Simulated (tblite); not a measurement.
C₅H₁₀BS₂ (doublet state).
Numbering: `[CH2:1][CH2:2][CH2:3][C@H:4]1[CH2:5][S:6][BH:7][S:8]1` (hydrogens: H9, H10 on C1; H11, H12 on C2; H13, H14 on C3; H15 on C4; H16, H17 on C5; H18 on B7)

Computed with GFN2-xTB (tblite), gas phase: L-BFGS steps from a force-field or distance-geometry start until the largest atomic force falls under 0.01 eV/Å.

Step 30: E = -639.3091 eV
```
atom  x, y, z in Å  |  force x, y, z in eV/Å
C1      2.3407    0.9882   -0.3480   -0.015  -0.045  -0.026
C2      1.9326   -0.2992    0.2388    0.064  -0.001   0.045
C3      0.7189   -0.9752   -0.4526   -0.030   0.021  -0.030
C4     -0.4654   -0.0292   -0.5483   -0.047   0.021   0.011
C5     -1.6911   -0.6370   -1.1978    0.030  -0.016  -0.011
S6     -3.1074    0.5177   -0.9892   -0.033  -0.066   0.027
B7     -2.6086    1.0551    0.6311   -0.050   0.034  -0.028
S8     -0.9844    0.5722    1.1328    0.052   0.013   0.023
H9      1.8429    1.9000   -0.0735    0.032  -0.076  -0.010
H10     3.1587    1.0413   -1.0406   -0.050   0.008  -0.014
H11     2.7625   -1.0082    0.1933   -0.012  -0.012   0.026
H12     1.6482   -0.1464    1.2847   -0.004  -0.009  -0.005
H13     0.4362   -1.8656    0.1139    0.025   0.028   0.002
H14     0.9988   -1.2858   -1.4619    0.012   0.030  -0.010
H15    -0.1635    0.8747   -1.0893   -0.010  -0.032  -0.012
H16    -1.9747   -1.5780   -0.7194    0.035   0.022   0.016
H17    -1.5563   -0.8118   -2.2637    0.048   0.064  -0.020
H18    -3.2969    1.6933    1.3132   -0.047   0.016   0.016
```

Step 31: E = -639.3106 eV
```
atom  x, y, z in Å  |  force x, y, z in eV/Å
C1      2.3429    0.9867   -0.3482   -0.019  -0.071  -0.011
C2      1.9345   -0.3007    0.2406    0.043   0.006   0.035
C3      0.7171   -0.9729   -0.4511    0.005   0.023  -0.035
C4     -0.4665   -0.0247   -0.5477   -0.012  -0.018  -0.025
C5     -1.6904   -0.6366   -1.1985    0.040  -0.015  -0.003
S6     -3.1100    0.5125   -0.9857   -0.035  -0.062   0.018
B7     -2.6072    1.0566    0.6306   -0.032  -0.001  -0.028
S8     -0.9820    0.5742    1.1331    0.016   0.036   0.016
H9      1.8419    1.8969   -0.0733    0.043  -0.079  -0.016
H10     3.1567    1.0412   -1.0465   -0.063  -0.001   0.003
H11     2.7623   -1.0138    0.1972   -0.033   0.018   0.015
H12     1.6494   -0.1465    1.2864    0.005  -0.007  -0.015
H13     0.4322   -1.8638    0.1148    0.031   0.050  -0.012
H14     0.9987   -1.2820   -1.4607    0.001   0.022  -0.003
H15    -0.1654    0.8784   -1.0918   -0.011  -0.047   0.007
H16    -1.9689   -1.5804   -0.7223    0.030   0.030   0.020
H17    -1.5560   -0.8096   -2.2652    0.052   0.074  -0.007
H18    -3.2979    1.6906    1.3117   -0.062   0.043   0.040
```

Step 32: E = -639.3122 eV
```
atom  x, y, z in Å  |  force x, y, z in eV/Å
C1      2.3449    0.9839   -0.3489   -0.017  -0.079   0.006
C2      1.9371   -0.3025    0.2429   -0.002   0.002   0.012
C3      0.7155   -0.9699   -0.4501    0.044   0.017  -0.028
C4     -0.4677   -0.0202   -0.5469    0.034  -0.050  -0.045
C5     -1.6890   -0.6362   -1.1991    0.038  -0.006   0.006
S6     -3.1135    0.5059   -0.9815   -0.031  -0.057   0.008
B7     -2.6070    1.0585    0.6301   -0.007  -0.032  -0.012
S8     -0.9797    0.5767    1.1339   -0.035   0.063  -0.004
H9      1.8413    1.8919   -0.0732    0.041  -0.061  -0.015
H10     3.1533    1.0413   -1.0530   -0.059  -0.018   0.007
H11     2.7617   -1.0198    0.2018   -0.040   0.034   0.002
H12     1.6506   -0.1468    1.2880    0.012  -0.001  -0.012
H13     0.4292   -1.8614    0.1152    0.033   0.063  -0.025
H14     0.9988   -1.2773   -1.4598   -0.008   0.014   0.001
H15    -0.1675    0.8813   -1.0947   -0.010  -0.047   0.025
H16    -1.9622   -1.5824   -0.7250    0.024   0.025   0.020
H17    -1.5539   -0.8059   -2.2666    0.048   0.076   0.005
H18    -3.3005    1.6892    1.3104   -0.063   0.056   0.050
```

**Question.** Estimate the geometry and energy of step 33. (The exact step hangs on the optimiser's Hessian estimate; all steps are aligned on step 32, rigid shifts and turns removed.)

**Answer.** E = -639.3142 eV, largest force 0.124 eV/Å
```
atom  x, y, z in Å  |  force x, y, z in eV/Å
C1      2.3475    0.9791   -0.3493   -0.008  -0.065   0.017
C2      1.9400   -0.3045    0.2460   -0.058  -0.013  -0.017
C3      0.7144   -0.9660   -0.4493    0.072   0.006  -0.013
C4     -0.4684   -0.0151   -0.5476    0.073  -0.066  -0.039
C5     -1.6867   -0.6357   -1.2001    0.024   0.007   0.015
S6     -3.1188    0.4965   -0.9754   -0.021  -0.052  -0.003
B7     -2.6083    1.0597    0.6306    0.011  -0.052   0.012
S8     -0.9772    0.5817    1.1339   -0.081   0.088  -0.034
H9      1.8422    1.8848   -0.0729    0.024  -0.021  -0.005
H10     3.1480    1.0408   -1.0611   -0.039  -0.043  -0.002
H11     2.7600   -1.0266    0.2076   -0.030   0.037  -0.011
H12     1.6518   -0.1469    1.2897    0.013   0.006   0.002
H13     0.4258   -1.8569    0.1160    0.030   0.062  -0.033
H14     0.9990   -1.2725   -1.4587   -0.011   0.005  -0.003
H15    -0.1695    0.8837   -1.0999   -0.005  -0.034   0.041
H16    -1.9531   -1.5844   -0.7281    0.017   0.012   0.014
H17    -1.5502   -0.7994   -2.2685    0.036   0.071   0.016
H18    -3.3053    1.6881    1.3107   -0.047   0.051   0.044
```

The energy changes by -0.0020 eV. The first-order estimate −F·Δx gives -0.0027 eV and the mean of the old and new forces, exact on a quadratic surface, -0.0020 eV. The step makes an angle of 68° with the force vector and moves no atom by more than 0.012 Å.

The cost below is that of the whole relaxation. Time: 2.8 s wall, 2.4 s CPU. Hardware: an Intel Xeon at 2.50 GHz with one thread, on a shared host.
